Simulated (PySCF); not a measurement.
**Predicted spectroscopic data**

- σ from GIAO-PBE0/pcSseg-1
- structure optimised with GFN2-xTB
- program: PySCF 2.14.0 with density-fitted response routines
- averaged over atoms made equivalent by symmetry, fast rotation or ring inversion, one conformer, non-relativistic, in vacuum

Referencing at the same level of theory: TMS for 1H (31.72 ppm) and 13C (186.93 ppm). Where no couplings were computed, multiplicities follow the n + 1 count of equivalent neighbours, and m marks all less simple cases (inequivalent or close neighbours, rings, F or P nearby). Shifts are as computed. Against solution values, carbons near 30 ppm lie about +3 ppm off and those near 130 ppm about +5 ppm. Of 1211 compounds with measured shifts, 218 miss one by over three times the rms of a fit or turn the order of signals round; such compounds aren't used in these exercises.

**1.** SMILES C[SiH2][C@@H]1C[C@@H]1N([SiH3])[SiH3], C₄H₁₅NSi₃. 1H NMR (500 MHz, computed): δ 4.65 (s, 6H), 4.15 (m, 1H), 4.01 (m, 1H), 2.57 (m, 1H), 1.20 (m, 1H), 0.72 (m, 1H), 0.27 (m, 3H), -0.18 (m, 1H). 13C{1H} NMR (computed): δ 38.0, 16.8, 5.4, -6.4.

**2.** `c1ccc2ncccc2c1`, C₉H₇N. 1H NMR (500 MHz, computed): δ 9.28 (d, 1H), 8.65 (d, 1H), 8.42 (d, 1H), 8.15 (d, 1H), 8.13 (m, 1H), 7.93 (m, 1H), 7.59 (m, 1H). 13C{1H} NMR (computed): δ 155.1 (CH), 152.6 (C), 142.0 (CH), 138.3 (CH), 135.1 (CH), 133.6 (CH), 132.1 (CH), 132.0 (C), 125.8 (CH).

**3.** SMILES N1=CC([SiH3])=C(C)C(C#C)=N1, C₇H₈N₂Si. 1H NMR (500 MHz, computed): δ 9.36 (s, 1H), 4.47 (s, 3H), 3.30 (s, 1H), 2.70 (s, 3H). 13C{1H} NMR (computed): δ 156.4, 151.8, 150.4, 131.6, 94.8, 85.3, 20.7.
